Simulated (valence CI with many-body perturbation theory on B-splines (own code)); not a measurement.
# K XV: key properties

Calculated by configuration interaction combined with many-body perturbation theory (CI+MBPT): three valence electrons over a frozen Dirac-Fock core [He], radial functions for each j: 11 s, 11 p, 10 d, 8 f, 5 g, 2 h, with the one-electron correlation potential Σ1 (screened to all orders), the two-electron term Σ2, the three-electron term Σ3, Breit, model QED; selected single and double excitations, second order for the rest, scaled by the run's own slope (own B-spline code, finite nucleus).

No measured levels were compared; by estimate levels of excited configurations hold to 0.05 to 0.15 % of their energy, terms of the ground configuration to about 0.5 %.

Rates and lifetimes use the calculated energies. Strong lines usually hold to 10 to 20 %, long lifetimes can be off by a factor of two.

(1) What is the ground level?

(2) Among levels below 724.71 eV, which E1 lines absorb most strongly from the ground level?

(3) How is the term ²P° of the ground level split?

(4) How well does LS coupling describe the low levels?

(5) Where does the other parity begin?

(6) What is the ionisation energy?

## Answers

(1) 2s²2p ²P°_1/2, composition 97 % 2s²2p ²P° + 3 % 2p³ ²P°, g = 0.663.

(2) to 2s²3d ²D_3/2 at 2.418 nm, f = 0.652; to 2s2p3p ²D_3/2 at 2.315 nm, f = 0.219; to 2s²4d ²D_3/2 at 1.861 nm, f = 0.125.

(3) J = 1/2 at 0.00, J = 3/2 at 3.60 eV.

(4) Among the lowest 20 levels the leading LS term, summed over configurations, holds 97 % on average. For single configurations the figures are 94 % in LS and 76 % in jj coupling. Terms mix most in the J = 1/2 level at 68.59 eV, where the leading one holds 73 %.

(5) At 2s2p² ⁴P_1/2, 30.75 eV.

(6) 860.93 eV; NIST lists 860.92 ± 0.25 eV (semi-empirical).
